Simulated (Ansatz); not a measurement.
`N[SiH2]CF` → `NCF` + `[SiH2]` at 400 K and 1 bar (silylene formation by 1,1-elimination).

Gas-phase electronic energies from Ansatz, PBE0-D4/def2-TZVP geometries. CCSD(T)/CBS is the MP2 limit (def2-TZVPP, def2-QZVPP) plus CCSD(T) − MP2 in def2-TZVPP, frozen cores. This one scheme is used for every species. Each species was taken in one conformer, which may not be the lowest.

| species | CCSD(T)/CBS energy (Eh) | H − E (kJ/mol) | S (J/(mol·K)) |
| --- | --- | --- | --- |
| `N[SiH2]CF` | -485.25003 | 221.1 | 357.8 |
| `NCF` | -194.94856 | 170.1 | 276.5 |
| `[SiH2]` | -290.19011 | 44.2 | 218.1 |

H − E and S are ideal-gas, rigid-rotor, harmonic terms from PBE0-D4/def2-TZVP, for one conformer and one mirror image of each species. 1 Eh = 2625.50 kJ/mol, R = 8.31446 J/(mol·K).

By hand: ΔE, ΔH, ΔS and ΔG.

ΔE = (-194.94856) + (-290.19011) − (-485.25003) = 0.11136 Eh = 292.4 kJ/mol. Δ(H − E) = 170.1 + 44.2 − 221.1 = -6.8, so ΔH = 285.6 kJ/mol. ΔS = 276.5 + 218.1 − 357.8 = 136.8 J/(mol·K). ΔG = 285.6 − 400 × (136.8)/1000 = 230.9 kJ/mol.

By hand: the equilibrium constant, and the temperature at which ΔG would vanish if ΔH and ΔS stayed fixed.

log₁₀ K = −ΔG/(RT ln 10) = -30.2. ΔG = 0 at ΔH/ΔS = 2088 K.

The number of gas molecules changes by +1, which sets the sign of ΔS. A doubt of 5 kJ/mol in ΔE shifts log₁₀ K by 0.7 here. Other conformers and mirror images would add mixing entropy, several J/(mol·K) or more a flexible species. These are equilibria of isolated gas molecules and say nothing of rates. Largest T1 diagnostic: 0.014 (customary marks: 0.02 for closed shells, 0.045 for open ones).
